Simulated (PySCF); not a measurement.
Compound: C2H9NPSi (charge +1).
Geometry (GFN2-xTB, Å), atoms numbered from 1 in this order:
```xyz
14
C2H9NPSi angstrom
C     -1.926   -1.084   -0.539
C     -1.384   -0.371    0.441
Si     0.097    0.761    0.202
N      1.469   -0.273    1.193
P      0.961    0.623   -1.846
H     -2.784   -1.717   -0.381
H     -1.536   -1.067   -1.546
H     -1.837   -0.419    1.425
H      0.077    1.908    1.112
H      1.157   -0.484    2.140
H      2.356    0.225    1.266
H      1.653   -1.161    0.725
H     -0.075    1.306   -2.470
H      1.773    1.752   -1.758
```

Lines to be assigned: C 1s: 294.49 (area 1), 294.78 (area 1) eV; N 1s: 412.88 eV; Si 1s: 1852.00 eV; Si 2p3/2: 112.15 eV; P 1s: 2154.39 eV; P 2p3/2: 140.91 eV.

Level of theory: PySCF, delta-SCF UKS SCAN, pcX-2 on the ionised atom, pcseg-1 elsewhere, spin-free X2C. One conformer (not necessarily the lowest) at the GFN2-xTB geometry, without solvent, vibrations or thermal averaging.

(1) Order the carbon atoms by C 1s binding energy.

Answers

(1) 294.49 eV: C2 (alkene CH carbon); 294.78 eV: C1 (terminal =CH2 carbon). Lowest listed C 1s: C2, bonded to C (double bond), H and Si. Highest, 0.29 eV above it: C1, bonded to C (double bond) and 2 H.

Bonded neighbours of each site: C1: C (double bond) and 2 H; C2: C (double bond), H and Si; Si3: N, C, H and P; N4: 3 H and Si; P5: 2 H and Si.

Which effective nuclear charge Zeff reproduces each element's mean 1s value in the hydrogen-like formula E = 13.606 eV × Zeff²?

C (Z = 6): mean 294.6 eV, Zeff = 4.65, Z − Zeff = 1.35; N (Z = 7): mean 412.9 eV, Zeff = 5.51, Z − Zeff = 1.49; Si (Z = 14): mean 1852.0 eV, Zeff = 11.67, Z − Zeff = 2.33; P (Z = 15): mean 2154.4 eV, Zeff = 12.58, Z − Zeff = 2.42. Means run over the listed sites, weighted by atom count.

For 2p shells one spin-free hole was relaxed; a mean-field spin–orbit operator and the ground-state splitting of the three 2p orbitals were then diagonalised within the shell. The shell's mean is (2 × 2p3/2 + 2p1/2)/3, and the degeneracies 2j + 1 give areas of 2:1. 2p1/2 minus 2p3/2 (ligand field included): Si 0.63 eV, P 0.89 eV. The species carries charge +1, so core ionisation leaves charge +2.
